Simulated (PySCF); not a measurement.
Property card for `C#CC1=CSC([S-])=C1`

Compound: C₆H₃S₂ (charge -1).
Bonds: C1–C2 (triple), C2–C3, C3–C4 (aromatic), C4–S5 (aromatic), S5–C6 (aromatic), C6–S7, C6–C8 (aromatic), C3–C8 (aromatic). Hydrogens: H9 on C1; H10 on C4; H11 on C8.

Among its groups: alkyne and aromatic ring with sulfur.

**GFN2-xTB geometry**

```
Point group of the GFN2-xTB geometry                  : Cs
Rotational constants A, B, C of the GFN2-xTB geometry : 3.289, 0.914, 0.715 GHz
```

From PBE0/pcSseg-1 ground state and GIAO shieldings, non-relativistic (PySCF):

```
HOMO energy                                                 : -0.53 eV
LUMO energy                                                 : 3.18 eV
HOMO–LUMO gap                                               : 3.71 eV
Lowest Hirshfeld atomic charge                              : -0.51 e on S7
Highest Hirshfeld atomic charge                             : +0.06 e on H9
13C chemical shifts (computed TMS as zero) by class         : 191.5 (C6), 125.2 (C8), 120.9 (C4), 120.3 (C3), 91.8 (C2), 73.8 (C1) ppm
1H chemical shifts (computed TMS as zero) by class          : 6.20 (H11), 5.68 (H10), 1.93 (H9) ppm
Isotropic shieldings of nuclei other than C and H, by class : 239 (S5), 464 (S7) ppm
Mayer bond orders between heavy atoms                       : C1–C2 2.32, C2–C3 1.00, C3–C4 1.49, C4–S5 1.12, S5–C6 1.04, C6–S7 1.33, C6–C8 1.41, C8–C3 1.24
```

Monoisotopic mass of the ion (most abundant isotopes, electron mass counted): 138.9682 u.

The rotational constants make it an asymmetric top with κ = (2B − A − C)/(A − C) = -0.85, nearer the prolate limit (−1). With B = h/(8π²I), that is 505.379 GHz u Å² over I, the principal moments of inertia are 153.7, 552.8 and 706.5 u Å² (most abundant isotopes).

Isolated species at its GFN2-xTB geometry, gas phase. No diffuse functions stand in pcSseg-1, which bears on an anion's orbital energies.

For the NMR shielding job (PBE0/pcSseg-1), hardware: one thread of an x86-64 server, no GPU, shared host. Cost: 40 s.
